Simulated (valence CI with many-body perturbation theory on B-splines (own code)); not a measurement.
**Which ion has this spectrum?**

A relativistic CI+MBPT calculation for an atom or ion with 5 electrons gives these levels (× 10³ cm⁻¹):

| J | Parity | E | g |
| --- | --- | --- | --- |
| 1/2 | odd | 0.00 | 0.65 |
| 1/2 | even | 861.82 | 2.39 |
| 3/2 | odd | 867.84 | 1.32 |
| 3/2 | even | 1488.8 | 1.69 |
| 5/2 | even | 1668.5 | 1.42 |
| 3/2 | even | 1973.7 | 0.92 |
| 1/2 | even | 2021.6 | 1.13 |
| 5/2 | even | 2512.0 | 1.36 |
| 1/2 | even | 2938.1 | 1.79 |
| 3/2 | even | 2947.9 | 1.22 |
| 3/2 | odd | 2953.4 | 1.46 |
| 3/2 | odd | 3659.4 | 1.38 |
| 5/2 | odd | 3779.9 | 1.19 |
| 1/2 | odd | 4009.2 | 0.65 |

The energies are calculated, and their last digits are not significant.

Question: Which is it?
A. Nb36+
B. Y34+
C. Ru39+
D. Mo37+

Answer: A. Nb36+, ground level (2s^2 2p1/2) J=1/2.
